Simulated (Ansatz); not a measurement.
Ideal-gas functions of GeH6SSi (`[SiH3][GeH2][SH]`) at 298.15 K and 1 bar, from an Ansatz frequency run at PBE0-D4/def2-TZVP.

Molar mass 138.81 g/mol, point group Cs (symmetry number 1), electronic degeneracy 1, moments of inertia 79.081, 234.316, 301.175 u Å². Harmonic wavenumbers (cm⁻¹, unscaled): 64, 98, 125, 349, 353, 402, 490, 541, 650, 678, 760, 860, 886, 936, 939, 2129, 2131, 2224, 2238, 2243, 2712.

Use S(trans) = R[1.5 ln M + 2.5 ln T − 1.1517]; rotational temperatures θ = 24.2544 K / I; S(rot) = R[ln(√π/σ · √(T³/θAθBθC)) + 1.5]; for each mode x = 1.438777 ν̃/T, S = R[x/(eˣ − 1) − ln(1 − e⁻ˣ)] and H = RT x/(eˣ − 1); 1 cm⁻¹ = 0.0119627 kJ/mol; R = 8.31446 J/(mol·K).

Q: By hand: the entropy, in J/(mol·K).

A: Translation 170.4. Rotation: θ = 0.3067, 0.1035, 0.0805 K, giving 113.1. Vibration, mode by mode: 18.12, 14.62, 12.64, 4.90, 4.82, 4.00, 2.86, 2.36, 1.55, 1.39, 1.01, 0.68, 0.62, 0.51, 0.50, 0.00, 0.00, 0.00, 0.00, 0.00, 0.00, in all 70.6. Electronic 0.0. Sum 354.1 J/(mol·K).

Q: By hand: H − E and G − E in kJ/mol, counted from the electronic energy.

A: Zero-point energy ½ × 21808 × 0.0119627 = 130.4; thermal vibration 11.2; translation, rotation and pV give 4 RT = 9.9. H − E = 151.5 kJ/mol, and G − E = 151.5 − 298.15 × 354.1/1000 = 45.9 kJ/mol.

Vibration gives 20 % of the entropy, 45.4 J/(mol·K) of it from the modes under 150 cm⁻¹: soft modes count most, and the harmonic formula is weakest for them. The sum counts one conformer and one mirror image; others add a mixing term.
